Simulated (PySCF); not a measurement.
## Finite-field polarisability of Sb⁻ (antimony, charge -1)

[Kr] 4d10 5s2 5p4, high-spin 3P determinant. Computed with PySCF 2.14 in aug-cc-pwCVTZ-DK3 (10s9p7d4f1g, 109 functions), with scalar relativity by spin-free X2C-1e. Frozen: [Kr] 4d10. Energy changes in a uniform field (μhartree):

```
axis  F (au)        HF       MP2      CCSD   CCSD(T)
   x  0.0015  -102.090  -107.860  -108.226  -110.014
   x   0.003  -408.628  -431.741  -433.232  -440.401
   y  0.0012  -106.764  -112.264  -112.320  -115.145
   y  0.0024  -428.074  -449.064  -449.889  -461.083
```

By symmetry the remaining axis equals x.

**Question.** Derive α along x at CCSD(T) from the two fields.

**Answer.** With ΔE = −αF²/2 − γF⁴/24, α = −(16 ΔE(F) − ΔE(2F))/(6F²) = 97.76 bohr³.

**Question.** And the mean polarisability at each level?

**Answer.** The components xx, yy, zz at CCSD(T) are 97.76, 159.9, 97.76, the third axis being equal by symmetry to one of the two computed. Means: HF 109.9, MP2 115.9, CCSD 116.1, CCSD(T) 118.5 bohr³.

The polarisability of an anion needs two sets of diffuse s and p functions; this basis lacks them, so these values show the method and not the converged property.
